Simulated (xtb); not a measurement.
BClH, SMILES [BH]Cl (connectivity only; charge and spin as stated), charge +1, multiplicity 1. All values are semi-empirical tight-binding results from xtb (GFN2-xTB unless named), good for trends rather than for accurate numbers. Geometry: GFN2-xTB. The multiplicity is an assumed one; other spin states were not compared. The isomer is the one that the SMILES or the coordinates give; other isomers of the formula were not compared.

Optimised geometry:

Bonded distances (Å): B1–Cl2 1.513, B1–H3 1.161. Angles (°): Cl2–B1–H3 180.0.
Charge +1, spin multiplicity 1.

Computed properties:
```
Property                                        Result
--------------------------------------  --------------
point group as xtb finds it                        C∞v
orbital gap                                    5.71 eV
zero-point energy                         7.6 kcal/mol
G − E(el) at 298.15 K (modified RRHO)    -5.6 kcal/mol
static polarisability (D4 model)            28.2 bohr³
solvation energy, GFN2-xTB/ALPB(water)  -62.9 kcal/mol
solvation energy, GFN2-xTB/ALPB(thf)    -53.0 kcal/mol
```

Problem. Give the atomic charges and the Wiberg bond orders between heavy atoms. (An estimate is asked for; the answer gives what the named calculation found.)

Solution. charges (e) B1 0.36, Cl2 0.45, H3 0.19. Bond orders B1–Cl2 2.19.
